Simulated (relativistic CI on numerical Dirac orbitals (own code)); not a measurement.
Calculated at this level of theory: Dirac-Coulomb-Breit CI, KLI orbitals optimised for each configuration, model QED, unscaled Slater integrals (own radial code, finite nucleus).

Configuration list: 1s2, 1s.2s, 1s.2p, 1s.3s, 1s.3p, 1s.3d, 1s.4s, 1s.4p, 1s.4d, 1s.4f, 1s.5s, 1s.5p, 1s.5d, 1s.5f, 1s.5g, 1s.6s, 1s.6p, 1s.6d, 2s2. Levels of other configurations are missing.

At this charge energies of transitions that change n are usually good to better than 1 %, and those within a shell (Δn = 0) to a few per cent.

Outline of the computed level scheme of Au LXXVIII. Lowest level of each configuration: 1s2 1S_0 at 0.0 eV; 1s.2s 3S_1 at 68092.7 eV; 1s.2p 3P°_1 at 68218.4 eV; 1s.3s 3S_1 at 81376.4 eV; 1s.3p 3P°_1 at 81409.5 eV; 1s.3d 3D_2 at 82052.2 eV; 1s.4s 3S_1 at 85918.0 eV; 1s.4p 3P°_1 at 85931.3 eV; 1s.4d 3D_2 at 86200.2 eV.

Some strong electric-dipole decays among the lowest 27 levels: 1s.2p 1P°_1 → 1s2 1S_0 (2.9e+16 s⁻¹); 1s.2p 3P°_1 → 1s2 1S_0 (1.6e+16 s⁻¹); 1s.3p 1P°_1 → 1s2 1S_0 (8.2e+15 s⁻¹); 1s.3p 3P°_1 → 1s2 1S_0 (3.8e+15 s⁻¹); 1s.4p 1P°_1 → 1s2 1S_0 (3.4e+15 s⁻¹); 1s.3d 3D_3 → 1s.2p 3P°_2 (2.4e+15 s⁻¹); 1s.3d 3D_2 → 1s.2p 3P°_1 (2.3e+15 s⁻¹); 1s.3d 1D_2 → 1s.2p 1P°_1 (2.1e+15 s⁻¹).

LS names give the leading component of a level, which can be under half, so a name can repeat, a term be missing and a line seem to break the LS rules.
